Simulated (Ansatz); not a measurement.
Input and output for AlSi7H16⁻, a doped cluster cut from the lattice of silicon (Al on a surface site).

```yaml
crystal:
  periodic: [false, false, false]
  atoms:
    - {symbol: Si, position_ang: [-1.588902, 1.558887, -1.287542]}
    - {symbol: Si, position_ang: [1.533482, -1.602558, -1.189044]}
    - {symbol: Si, position_ang: [-1.581188, -1.567096, 1.287105]}
    - {symbol: Si, position_ang: [1.523123, 1.608991, 1.189380]}
    - {symbol: Al, position_ang: [-3.050030, -0.004995, 0.002913]}
    - {symbol: Si, position_ang: [-0.012991, -2.851878, 0.076119]}
    - {symbol: Si, position_ang: [-0.026063, 2.851928, -0.078545]}
    - {symbol: Si, position_ang: [2.774617, 0.007543, -0.000172]}
    - {symbol: H, position_ang: [-2.337985, 2.660284, -2.031099]}
    - {symbol: H, position_ang: [-0.708607, 0.963868, -2.375235]}
    - {symbol: H, position_ang: [2.549396, -2.519148, -1.844290]}
    - {symbol: H, position_ang: [0.829678, -0.881486, -2.311141]}
    - {symbol: H, position_ang: [-2.327431, -2.673689, 2.025850]}
    - {symbol: H, position_ang: [-0.704259, -0.973193, 2.378122]}
    - {symbol: H, position_ang: [0.820548, 0.882502, 2.308745]}
    - {symbol: H, position_ang: [2.532823, 2.529852, 1.848171]}
    - {symbol: H, position_ang: [-3.928264, -0.876482, -1.059404]}
    - {symbol: H, position_ang: [-3.924671, 0.864401, 1.069908]}
    - {symbol: H, position_ang: [-0.681984, -3.750716, -0.944740]}
    - {symbol: H, position_ang: [0.821716, -3.784050, 0.935751]}
    - {symbol: H, position_ang: [0.806797, 3.784567, -0.939452]}
    - {symbol: H, position_ang: [-0.698320, 3.751001, 0.939959]}
    - {symbol: H, position_ang: [3.686248, 0.719182, -0.978471]}
    - {symbol: H, position_ang: [3.692265, -0.697727, 0.977092]}
basis:
  gaussian: {orbitals: def2-TZVP}
total_charge: -1
hamiltonian: {xc: {name: PBE}, dispersion: d4}
scf: {lower_state_search: full}
output: {forces: true}
```

```sh
$ ansatz run in.yaml --threads 4 --pin off --events-out ev --progress --plain --max-ram 6963MiB
```

Output, abridged:

```
Functional definition: PBE
2727 factors; their error is unknown
mean field evaluation 1: about -61968.4052 eV, gradient 3.1e1 eV
mean field evaluation 2: about -61968.9279 eV, gradient 3.0e1 eV
mean field evaluation 4: about -61972.4532 eV, gradient 2.2e0 eV
mean field evaluation 8: about -61972.4579 eV, gradient 5.5e-2 eV
mean field evaluation 16: about -61972.4165 eV, gradient 5.0e-5 eV
mean field -61972.41652376 eV, -2277.4443008356 hartree, gradient 5.0e-5 eV, S^2 0.000000; 0 other end points of the search recorded, 0 dependent functions left out
reference -61972.41660125 eV, -2277.4443036831 hartree; 64, 64 occupied and 328, 328 virtual orbitals, 2727 factors
Total energy: -61973.40894987 eV, -2277.4807718224 hartree
Atom 0 at    -1.588902     1.558887    -1.287542 Å, force     0.048439     0.088789    -0.110038 eV/Å
Atom 1 at     1.533482    -1.602558    -1.189044 Å, force     0.020381    -0.013669    -0.101666 eV/Å
Atom 2 at    -1.581188    -1.567096     1.287105 Å, force     0.047332    -0.089548     0.110303 eV/Å
Atom 3 at     1.523123     1.608991     1.189380 Å, force     0.020047     0.013844     0.101786 eV/Å
Atom 4 at    -3.050030    -0.004995     0.002913 Å, force    -0.057081    -0.000274     0.000459 eV/Å
Atom 5 at    -0.012991    -2.851878     0.076119 Å, force     0.008616    -0.067642     0.002165 eV/Å
Atom 6 at    -0.026063     2.851928    -0.078545 Å, force     0.008718     0.068030    -0.002472 eV/Å
Atom 7 at     2.774617     0.007543    -0.000172 Å, force     0.074552     0.000174    -0.000368 eV/Å
Atom 8 at    -2.337985     2.660284    -2.031099 Å, force     0.065022    -0.095215     0.059819 eV/Å
Atom 9 at    -0.708607     0.963868    -2.375235 Å, force    -0.081342     0.060640     0.100015 eV/Å
Atom 10 at     2.549396    -2.519148    -1.844290 Å, force    -0.089804     0.078580     0.057149 eV/Å
Atom 11 at     0.829678    -0.881486    -2.311141 Å, force     0.072651    -0.070139     0.099010 eV/Å
Atom 12 at    -2.327431    -2.673689     2.025850 Å, force     0.065331     0.095327    -0.058994 eV/Å
Atom 13 at    -0.704259    -0.973193     2.378122 Å, force    -0.080769    -0.060264    -0.100711 eV/Å
Atom 14 at     0.820548     0.882502     2.308745 Å, force     0.072501     0.070998    -0.098981 eV/Å
Atom 15 at     2.532823     2.529852     1.848171 Å, force    -0.088767    -0.079060    -0.057431 eV/Å
Atom 16 at    -3.928264    -0.876482    -1.059404 Å, force     0.032204     0.026972     0.039238 eV/Å
Atom 17 at    -3.924671     0.864401     1.069908 Å, force     0.031866    -0.026698    -0.039850 eV/Å
Atom 18 at    -0.681984    -3.750716    -0.944740 Å, force     0.054792     0.068765     0.104396 eV/Å
Atom 19 at     0.821716    -3.784050     0.935751 Å, force    -0.061875     0.084795    -0.091839 eV/Å
Atom 20 at     0.806797     3.784567    -0.939452 Å, force    -0.061783    -0.084413     0.091963 eV/Å
Atom 21 at    -0.698320     3.751001     0.939959 Å, force     0.054765    -0.069165    -0.104428 eV/Å
Atom 22 at     3.686248     0.719182    -0.978471 Å, force    -0.077563    -0.055068     0.102762 eV/Å
Atom 23 at     3.692265    -0.697727     0.977092 Å, force    -0.078234     0.054243    -0.102287 eV/Å
Dipole moment:     1.175375     0.002691    -0.001026 e Å
```

It took 4.3 s on 4 threads of AMD EPYC 9B45 on a shared host, peak host memory 1.1 GiB.

The highest occupied level of an anion often lies above zero with these methods, and sets without diffuse functions describe the outer electron poorly.

The dipole of an ion depends on the origin.
